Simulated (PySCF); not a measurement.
## GeCl: frontier orbitals

r²SCAN0 at R = 2.204 Å; Ge pcseg-1, Cl pcseg-1; no relativity (PySCF 2.14). State: ²Π (doublet), unpaired electrons π ↑. Only the outer orbitals are listed, counted within each symmetry.

| spin | orbital | occ. | ε (eV) | on Ge (%) | main shells (%) |
| --- | --- | --- | --- | --- | --- |
| α | 10σ | 1 | -23.38 | 8 | 91 Cl s |
| α | 11σ | 1 | -14.53 | 69 | 69 Ge s, 24 Cl p |
| α | 5π | 1 | -9.94 | 11 | 88 Cl p, 10 Ge p |
| α | 5π | 1 | -9.84 | 9 | 91 Cl p |
| α | 12σ | 1 | -9.71 | 48 | 51 Cl p, 25 Ge s, 21 Ge p |
| α | 6π | 1 | -5.61 | 91 | 90 Ge p, 9 Cl p |
| α | 6π | 0 | -3.31 | 94 | 94 Ge p |
| α | 13σ | 0 | -0.32 | 91 | 85 Ge p, 13 Cl p |
| α | 14σ | 0 | 5.01 | 103 | 98 Ge s |
| β | 10σ | 1 | -23.27 | 7 | 92 Cl s |
| β | 11σ | 1 | -13.74 | 61 | 60 Ge s, 33 Cl p |
| β | 5π | 1 | -9.82 | 8 | 92 Cl p |
| β | 5π | 1 | -9.58 | 6 | 94 Cl p |
| β | 12σ | 1 | -9.35 | 56 | 44 Cl p, 34 Ge s, 21 Ge p |
| β | 6π | 0 | -2.97 | 94 | 94 Ge p |
| β | 6π | 0 | -1.81 | 96 | 96 Ge p |
| β | 13σ | 0 | 0.09 | 91 | 83 Ge p, 12 Cl p |

Task: Which are the highest filled and the lowest empty level, where do they sit, and how wide is the gap?

Result: Highest filled α 6π at -5.61 eV (in %: 90 Ge p, 9 Cl p); lowest empty α 6π at -3.31 eV (in %: 94 Ge p); the gap at r²SCAN0 is 2.30 eV. Both belong to one degenerate shell, split only by its one-sided filling, so this is no excitation gap.

```
bond order (Mayer)                               : 1.09
⟨S²⟩                                             : 0.756
charge on Ge (Mulliken, basis-dependent)         : 0.27
charge on Ge (Löwdin, basis-dependent)           : 0.11
dipole moment (positive dipole means Ge(−)Cl(+)) : -2.06 D
```

Shares are Mulliken populations and can fall outside 0 to 100 %.

Spin–orbit coupling is left out. The state was picked by a PBE0 search and need not be the measured ground state.
